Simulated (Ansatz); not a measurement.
## Stretch profile

GeH3Br (SMILES [GeH3][Br]), closed shell, at its PBE0-D4/def2-TZVP minimum:

```xyz
5
angstrom
Ge 0.1491 -0.0011 -0.1375
Br -1.5388 -0.1665 1.4298
H 0.1386 1.4371 -0.6638
H -0.1621 -1.0110 -1.2461
H 1.4632 -0.3322 0.5760
```

The bond length Ge1–H4 (1.532 Å at the minimum) is set to the values below, the two halves moving rigidly along the bond. Each method's energies count from its own value at the PBE0-D4 minimum structure. Ansatz 0.2.0; basis: def2-TZVPP; cores frozen in the correlated methods. Filled d shells of the heavier atoms are correlated. The def2 sets are not built for correlating such inner shells, so the correlated values are less sure here. B3LYP uses VWN-RPA correlation.

CCSD(T) energies along the scan:
| bond length (Å) | CCSD(T) (eV) |
| --- | --- |
| 1.256 | 0.964 |
| 1.320 | 0.502 |
| 1.415 | 0.123 |
| 1.525 | 0.000 |
| 1.648 | 0.112 |
| 1.780 | 0.403 |
| 1.920 | 0.808 |
| 2.067 | 1.272 |
| 2.221 | 1.751 |
They count from the CCSD(T) energy at the PBE0-D4 minimum.

Minimum and curvature along this coordinate at CCSD(T): A fifth-order fit through the nearest points gives 1.524 Å, with a curvature of about 17 eV/Å².

Question: Treat the two halves as rigid bodies and work out the harmonic wavenumber of this stretch from that curvature (ν̃ = 521.5 √(k/μ) cm⁻¹ with k in eV/Å² and μ in u).

Answer: The halves weigh 154.53 and 1.01 u, so μ = 154.53 × 1.01/155.54 = 1.003 u and ν̃ = 521.5 √(17/1.003) ≈ 2100 cm⁻¹. A true normal mode mixes in other motions, so this is a guide only.

Largest difference from the CCSD(T) curve over the scan: PBE-D4 0.199; r2SCAN-D4 0.034; PBE0-D4 0.038; B3LYP-D4 0.087 eV. Each curve counts from its own value at the minimum.

No T1 diagnostic of these runs exceeds 0.012. The restricted Hartree–Fock reference is unstable towards an unrestricted one here.

For scale, one of the runs: CCSD(T)/def2-TZVPP, 138 basis functions (an equivalent command: `ansatz run in.yaml --threads 2`). Time: 17 s of wall clock on 2 CPU threads; the host was shared. Peak host memory: 0.79 GiB.
